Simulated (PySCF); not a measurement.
PySCF input (CCSD(T)/cc-pVDZ):

```python
from pyscf import gto, scf, mp, cc as ccmod

mol = gto.M(
    atom='''
    O    -0.72576827   -1.24571506   -0.07855872
    S    -0.02068496    0.02563040    0.22553294
    O    -0.67627828    1.22533825   -0.35483931
    O     1.44341647   -0.03088397   -0.01766786
    ''',
    basis='cc-pvdz',
    charge=-1,
    spin=1,
    verbose=4,
)

mf = scf.UHF(mol)
mf.conv_tol = 1e-10
mf.max_cycle = 100
mf.kernel()
mo, _, stable, _ = mf.stability(return_status=True)
if not stable:
    mf.kernel(mf.make_rdm1(mo, mf.mo_occ))
mp2 = mp.MP2(mf, frozen=8).run()
cc = ccmod.CCSD(mf, frozen=8)
cc.max_cycle = 100
cc.kernel()
et = cc.ccsd_t()
print(f'E(CCSD(T)) = {cc.e_tot + et:.9f}')
```

Output:

```
PySCF version 2.14.0

[INPUT] verbose = 4
[INPUT] num. atoms = 4
[INPUT] num. electrons = 41
[INPUT] charge = -1
[INPUT] spin (= nelec alpha-beta = 2S) = 1
[INPUT] symmetry False subgroup None
[INPUT] Mole.unit = angstrom
[INPUT] Symbol           X                Y                Z      unit          X                Y                Z       unit  Magmom
[INPUT]  1 O     -0.725768270000  -1.245715060000  -0.078558720000 AA   -1.371503260199  -2.354060292646  -0.148454465496 Bohr   0.0
[INPUT]  2 S     -0.020684960000   0.025630400000   0.225532940000 AA   -0.039088909298   0.048434436463   0.426195488668 Bohr   0.0
[INPUT]  3 O     -0.676278280000   1.225338250000  -0.354839310000 AA   -1.277980733192   2.315553702454  -0.670549114130 Bohr   0.0
[INPUT]  4 O      1.443416470000  -0.030883970000  -0.017667860000 AA    2.727661811986  -0.058362244939  -0.033387416607 Bohr   0.0

nuclear repulsion = 177.66995293732
number of shells = 20
number of NR pGTOs = 119
number of NR cGTOs = 60
basis = cc-pvdz
ecp = {}

******** <class 'pyscf.scf.uhf.UHF'> ********
method = UHF
initial guess = minao
damping factor = 0
level_shift factor = 0
DIIS = <class 'pyscf.scf.diis.CDIIS'>
diis_start_cycle = 1
diis_space = 8
diis_damp = 0
SCF conv_tol = 1e-10
SCF conv_tol_grad = None
SCF max_cycles = 100
direct_scf = True
direct_scf_tol = 1e-13
number electrons alpha = 21  beta = 20
Set gradient conv threshold to 1e-05
init E= -622.92136997296
  alpha nocc = 21  HOMO = -0.189240334758581  LUMO = 0.146491806792564
  beta  nocc = 20  HOMO = -0.423605795569307  LUMO = -0.189240334758581

WARN: HOMO -0.189240334758581 >= LUMO -0.189240334758581

cycle= 1 E= -621.876270458274  delta_E= 1.05  |g|= 0.674  |ddm|= 1.88
  alpha nocc = 21  HOMO = -0.139130127909906  LUMO = 0.530175146291554
  beta  nocc = 20  HOMO = -0.147367564684826  LUMO = 0.238572522982322
  HOMO = -0.13913012791  LUMO = 0.238572522982  gap/eV = 10.27781
cycle= 2 E= -621.974089050769  delta_E= -0.0978  |g|= 0.451  |ddm|= 0.709
  alpha nocc = 21  HOMO = -0.149670062937807  LUMO = 0.534858195501117
  beta  nocc = 20  HOMO = -0.214832742331857  LUMO = 0.268562485064786
  HOMO = -0.149670062938  LUMO = 0.268562485065  gap/eV = 11.38069
cycle= 3 E= -622.051309137983  delta_E= -0.0772  |g|= 0.0408  |ddm|= 0.286
  alpha nocc = 21  HOMO = -0.161434393985859  LUMO = 0.540389786210524
  beta  nocc = 20  HOMO = -0.213502112915786  LUMO = 0.280068972706084
  HOMO = -0.161434393986  LUMO = 0.280068972706  gap/eV = 12.01392
cycle= 4 E= -622.052756857784  delta_E= -0.00145  |g|= 0.00905  |ddm|= 0.0714
  alpha nocc = 21  HOMO = -0.163793034101435  LUMO = 0.539022605860316
  beta  nocc = 20  HOMO = -0.21415772092052  LUMO = 0.282432959987325
  HOMO = -0.163793034101  LUMO = 0.282432959987  gap/eV = 12.14243
cycle= 5 E= -622.052856225645  delta_E= -9.94e-05  |g|= 0.00332  |ddm|= 0.0189
  alpha nocc = 21  HOMO = -0.164033745691695  LUMO = 0.539715353746719
  beta  nocc = 20  HOMO = -0.213430492003655  LUMO = 0.283571922086241
  HOMO = -0.164033745692  LUMO = 0.283571922086  gap/eV = 12.17997
cycle= 6 E= -622.052872140766  delta_E= -1.59e-05  |g|= 0.00137  |ddm|= 0.00683
  alpha nocc = 21  HOMO = -0.164379900094818  LUMO = 0.539415603417573
  beta  nocc = 20  HOMO = -0.213433675867402  LUMO = 0.283550314330202
  HOMO = -0.164379900095  LUMO = 0.28355031433  gap/eV = 12.18880
cycle= 7 E= -622.052875382152  delta_E= -3.24e-06  |g|= 0.000581  |ddm|= 0.0029
  alpha nocc = 21  HOMO = -0.164279284835842  LUMO = 0.539463767452583
  beta  nocc = 20  HOMO = -0.213246193990738  LUMO = 0.283634221483386
  HOMO = -0.164279284836  LUMO = 0.283634221483  gap/eV = 12.18835
cycle= 8 E= -622.052876136296  delta_E= -7.54e-07  |g|= 0.000163  |ddm|= 0.00174
  alpha nocc = 21  HOMO = -0.164307251755531  LUMO = 0.539434074217264
  beta  nocc = 20  HOMO = -0.213251581450989  LUMO = 0.283578074815606
  HOMO = -0.164307251756  LUMO = 0.283578074816  gap/eV = 12.18758
cycle= 9 E= -622.052876200072  delta_E= -6.38e-08  |g|= 4.97e-05  |ddm|= 0.000479
  alpha nocc = 21  HOMO = -0.164301562639675  LUMO = 0.539428702718637
  beta  nocc = 20  HOMO = -0.213254386852301  LUMO = 0.283580523738588
  HOMO = -0.16430156264  LUMO = 0.283580523739  gap/eV = 12.18749
cycle= 10 E= -622.052876205008  delta_E= -4.94e-09  |g|= 1.32e-05  |ddm|= 0.00014
  alpha nocc = 21  HOMO = -0.164301003278263  LUMO = 0.5394282529432
  beta  nocc = 20  HOMO = -0.213258913320085  LUMO = 0.283582169264235
  HOMO = -0.164301003278  LUMO = 0.283582169264  gap/eV = 12.18752
cycle= 11 E= -622.052876205272  delta_E= -2.64e-10  |g|= 4.49e-06  |ddm|= 2.71e-05
  alpha nocc = 21  HOMO = -0.164300964243388  LUMO = 0.539427940420941
  beta  nocc = 20  HOMO = -0.213260119533934  LUMO = 0.283582627440947
  HOMO = -0.164300964243  LUMO = 0.283582627441  gap/eV = 12.18753
cycle= 12 E= -622.052876205297  delta_E= -2.52e-11  |g|= 2.41e-06  |ddm|= 8.45e-06
  alpha nocc = 21  HOMO = -0.164300863020058  LUMO = 0.539427871197534
  beta  nocc = 20  HOMO = -0.213260876581202  LUMO = 0.283582744075584
  HOMO = -0.16430086302  LUMO = 0.283582744076  gap/eV = 12.18753
Extra cycle  E= -622.0528762053  delta_E= -2.5e-12  |g|= 1.45e-06  |ddm|= 2.71e-06
converged SCF energy = -622.0528762053  <S^2> = 0.77186938  2S+1 = 2.0217511
uhf_internal: lowest eigs of H = [0.23870331 0.23872331 0.26345348]
<class 'pyscf.scf.uhf.UHF'> wavefunction is stable in the internal stability analysis

******** <class 'pyscf.mp.ump2.UMP2'> ********
nocc = (np.int64(13), np.int64(12)), nmo = (52, 52)
frozen orbitals 8
E(UMP2) = -622.732118239805  E_corr = -0.679242034505322
E(SCS-UMP2) = -622.700065097133  E_corr = -0.647188891833271
E_corr(same-spin) = -0.193732557199748
E_corr(oppo-spin) = -0.485509477305574

******** <class 'pyscf.cc.uccsd.UCCSD'> ********
CC2 = 0
CCSD nocc = (np.int64(13), np.int64(12)), nmo = (52, 52)
frozen orbitals 8
max_cycle = 100
direct = 0
conv_tol = 1e-07
conv_tol_normt = 1e-06
diis_space = 6
diis_start_cycle = 0
diis_start_energy_diff = 1e+09
Init t2, MP2 energy = -0.679242098483125
Init E_corr(UCCSD) = -0.679242098484399
cycle = 1  E_corr(UCCSD) = -0.657880590111633  dE = 0.0213615084  norm(t1,t2) = 0.126376
cycle = 2  E_corr(UCCSD) = -0.681279000103791  dE = -0.02339841  norm(t1,t2) = 0.0395028
cycle = 3  E_corr(UCCSD) = -0.679841693312045  dE = 0.00143730679  norm(t1,t2) = 0.0254615
cycle = 4  E_corr(UCCSD) = -0.682983752624234  dE = -0.00314205931  norm(t1,t2) = 0.0105112
cycle = 5  E_corr(UCCSD) = -0.683061305713854  dE = -7.75530896e-05  norm(t1,t2) = 0.00251401
cycle = 6  E_corr(UCCSD) = -0.682857138088079  dE = 0.000204167626  norm(t1,t2) = 0.000984918
cycle = 7  E_corr(UCCSD) = -0.682848356636281  dE = 8.7814518e-06  norm(t1,t2) = 0.000368665
cycle = 8  E_corr(UCCSD) = -0.68287546404713  dE = -2.71074108e-05  norm(t1,t2) = 0.000144862
cycle = 9  E_corr(UCCSD) = -0.682871664597257  dE = 3.79944987e-06  norm(t1,t2) = 5.68834e-05
cycle = 10  E_corr(UCCSD) = -0.682871354417855  dE = 3.10179402e-07  norm(t1,t2) = 1.80373e-05
cycle = 11  E_corr(UCCSD) = -0.682870774933745  dE = 5.7948411e-07  norm(t1,t2) = 7.04988e-06
cycle = 12  E_corr(UCCSD) = -0.682870565690386  dE = 2.0924336e-07  norm(t1,t2) = 2.72718e-06
cycle = 13  E_corr(UCCSD) = -0.682870485300609  dE = 8.03897766e-08  norm(t1,t2) = 1.34602e-06
cycle = 14  E_corr(UCCSD) = -0.68287050410983  dE = -1.88092204e-08  norm(t1,t2) = 4.62673e-07
UCCSD converged
E(UCCSD) = -622.7357467094093  E_corr = -0.6828705041098296
UCCSD(T) correction = -0.0210573396714843
E(CCSD(T)) = -622.756804049
```
